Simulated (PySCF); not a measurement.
C6H14P2.
Numbering: `[CH3:1][CH2:2][P:3]1[CH2:4][CH2:5][PH:6][CH2:7][CH2:8]1`

Structure used (GFN2-xTB), in Å, numbered top down from 1:
```xyz
22
C6H14P2 angstrom
C      3.0342   -0.5686   -0.8361
C      2.0849    0.2974   -0.0185
P      0.4168    0.4566   -0.8305
C     -0.2902   -1.2087   -0.3794
C     -1.8063   -1.2170   -0.5495
P     -2.6163   -0.2438    0.8165
C     -1.9334    1.4233    0.3427
C     -0.4179    1.4389    0.5160
H      2.6597   -1.5873   -0.9100
H      4.0189   -0.5985   -0.3729
H      3.1396   -0.1701   -1.8431
H      1.9668   -0.1076    0.9912
H      2.4900    1.3102    0.0667
H     -0.0202   -1.4606    0.6521
H      0.1606   -1.9511   -1.0455
H     -2.0838   -0.7997   -1.5223
H     -2.1863   -2.2421   -0.4934
H     -3.8419   -0.0800    0.1540
H     -2.2028    1.6591   -0.6914
H     -2.3963    2.1680    0.9980
H     -0.1434    1.0350    1.4966
H     -0.0429    2.4656    0.4511
```

Probes without a nucleus sit at each ring's centroid and 1 Å off its mean plane on both sides; NICS is minus the shielding there, NICSzz its component along the normal. Level: GIAO PBE0/pcSseg-1 (PySCF, non-relativistic, gas phase) on the GFN2-xTB geometry, one conformer.

Ring bond lengths (Å), with Mayer bond orders in brackets: P3–C4 1.865 (0.94), C4–C5 1.526 (1.03), C5–P6 1.863 (0.97), P6–C7 1.863 (0.97), C7–C8 1.525 (1.03), C8–P3 1.864 (0.94).

Task: Give the NICS values of each ring in ppm.

Result: 
| ring | type | NICS(0) | NICS(1), two faces | NICS(1)zz, two faces | rms pucker (Å) | centre to ring atoms, mean (Å) |
| --- | --- | --- | --- | --- | --- | --- |
| P3–C4–C5–P6–C7–C8 | 6-membered ring with 2 P; formal bonds all single | -3.8 | -2.7 / -3.0 | 4.0 / 4.5 | 0.33 | 1.65 |

Task: What do they say, and how far can they be read as aromaticity?

Result: 
- P3–C4–C5–P6–C7–C8: mean NICS(1)zz 4.3 ppm, deshielded. C4, C5, C7, C8 have four or more neighbours, so the value isn't read as a sign of a π ring current.

Task: How shielded are the nuclei of the rings and their hydrogens (means over atoms taken as equivalent)?

Result: 
```csv
atoms,environment,σ isotropic (ppm)
P3,phosphine phosphorus,368.6
C4 (×2),sp3 carbon bound to phosphorus,155.9
C5 (×2),sp3 carbon bound to phosphorus,165.5
P6,phosphine phosphorus,426.3
H14 (×4),methylene hydrogen,30.04
H16 (×4),methylene hydrogen,29.69
H18,P–H hydrogen,28.15
```

The run took about 1.9 min of CPU time (one thread, shared machine). This is the whole shielding run at PBE0/pcSseg-1, SCF included.
